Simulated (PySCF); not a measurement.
C₆H₁₀N₂Si.
Geometry (GFN2-xTB, Å), atoms numbered from 1 in this order:
```xyz
19
C6H10N2Si angstrom
C      2.755    0.606   -0.570
N      1.394    0.795   -0.116
C      0.724   -0.431    0.198
Si    -0.137   -1.549   -1.120
C     -0.787   -0.424    0.225
C     -1.711   -0.377    1.382
C     -1.678    0.774    0.398
C     -2.768    0.954   -0.489
N     -3.642    1.092   -1.217
H      2.825   -0.057   -1.446
H      3.187    1.573   -0.818
H      3.332    0.160    0.241
H      0.863    1.308   -0.815
H      1.198   -0.902    1.057
H     -0.210   -1.030   -2.472
H     -0.248   -2.976   -0.897
H     -2.583   -1.017    1.377
H     -1.307   -0.191    2.368
H     -1.216    1.702    0.722
```

Computed at PBE0/pcSseg-1 (PySCF, non-relativistic), with Q(14N) = 0.02044 b: N2, 14N (I = 1): χzz = -5.601 MHz, η = 0.118; N9, 14N (I = 1): χzz = -4.518 MHz, η = 0.145.

Task: Find the zero-field quadrupole resonance frequencies of 14N at N2.

Result: From ν± = (3/4)|χ|(1 ± η/3) and ν0 = |χ|η/2: ν+ 4.365 MHz, ν− 4.036 MHz, ν0 0.329 MHz (secondary amine nitrogen).

Task: Find the zero-field quadrupole resonance frequencies of 14N at N9.

Result: From ν± = (3/4)|χ|(1 ± η/3) and ν0 = |χ|η/2: ν+ 3.552 MHz, ν− 3.225 MHz, ν0 0.327 MHz (nitrile nitrogen).

In a crystal, neighbours and librations shift these lines. Geometry: GFN2-xTB, one conformer, isolated molecule. GFN2-xTB bond lengths can be off by several hundredths of an ångström, more for odd bonds, and the gradients follow them. With a basis this small, the couplings can be 20 % off.
